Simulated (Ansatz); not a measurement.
Program: Ansatz. Geometries: PBE0-D4/def2-TZVP. ΔE: electronic, gas phase. CCSD(T)/CBS adds triple-zeta CCSD(T) − MP2 to the extrapolated MP2 energy (def2 sets, frozen cores). This one scheme is used for every species. Functionals use def2-TZVPP. One conformer a species, not always the lowest.

`O[Si](O)(O)O` + `N[SiH](O)Cl` → `O[SiH](Cl)[Si](O)(O)O` + `NO`  (formal exchange of groups at the Si–O bond)

CCSD(T)/CBS gives +4.62 eV.

(1) Another level gave +4.41 eV. Which?
A. PBE-D4/def2-TZVPP
B. ωB97X-V/def2-TZVPP
C. B2PLYP/def2-TZVPP
D. CCSD/def2-TZVPP

Largest T1 diagnostic among the species: 0.012.

## Answers

(1) B. ωB97X-V 4.41, CCSD/def2-TZVPP 4.64, B2PLYP 4.59, PBE-D4 4.08 eV.

The D4 term adds −0.05 eV with B3LYP and −0.04 eV with PBE0; it sums over pairs of atoms, weighted by their polarisabilities, and B3LYP, whose exchange is more repulsive, gets the larger term. From PBE to PBE0 (25 % exact exchange), in def2-TZVPP and without D4, ΔE moves by +0.24 eV.

B3LYP here is the variant with VWN-RPA as its local correlation; programs differ in this.
